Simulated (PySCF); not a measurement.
**BCl$_{3}$: calculation and literature**

Atoms are numbered as in `[Cl:1][B:2]([Cl:3])[Cl:4]`.

The experiment to reproduce: δ 11B B2 46.4 ppm (measured; solution, toluene; H. S. Rzepa et al., J. Org. Chem. 2018, An accessible method for DFT calculation of 11B NMR shifts).
δ 11B B2 46.5 ppm (measured; Macháček, Bühl, Fanfrlík, Hnyk, 11B NMR of BX3 and BX4-, J. Phys. Chem. A (author manuscript)).

Calculated, not measured (PySCF 2.14.0 with density-fitted response routines): shielding tensors at B97-2/pcSseg-2 (GIAO), geometry from PBE0-D3(BJ)/def2-TZVP. In vacuum, no relativistic terms, single conformer, fast rotation and ring inversion assumed for equivalent nuclei.

Task: What does the calculation give, and how does it compare?

Result: 
Reference values: measured (solution, toluene; H. S. Rzepa et al., J. Org. Chem. 2018, An accessible method for DFT calculation of 11B NMR shifts).
```
atoms           quantity  reference  computed  computed, scaled
   B2  δ 11B vs BF3.OEt2       46.4      50.3              50.0
```

Reference values: measured (Macháček, Bühl, Fanfrlík, Hnyk, 11B NMR of BX3 and BX4-, J. Phys. Chem. A (author manuscript)).
```
atoms           quantity  reference  computed  computed, scaled
   B2  δ 11B vs BF3.OEt2       46.5      50.3              50.0
```

Computed shifts are σ(ref) − σ with the named reference compound (TMS for H and C) calculated as an isolated molecule at the same level. The measured values may be among those fitted. Shieldings were converted by a linear fit to measured shifts: 11B: δ = 98.64 − 0.983σ (rms 2.4 ppm, 15 shifts, 9.8 ppm with the 3 outliers that the fit left out vs BF3·OEt2, solution or neat liquid). Occasional misses reach two or three times the rms, and more in compound classes unlike the fitted ones.

Task: How far are the unscaled 11B shifts from the references?

Result: Mean signed difference +3.85 ppm, mean absolute 3.85 ppm over 2 comparisons; the largest is +3.9 ppm at B2 (boron bonded to 3 Cl).
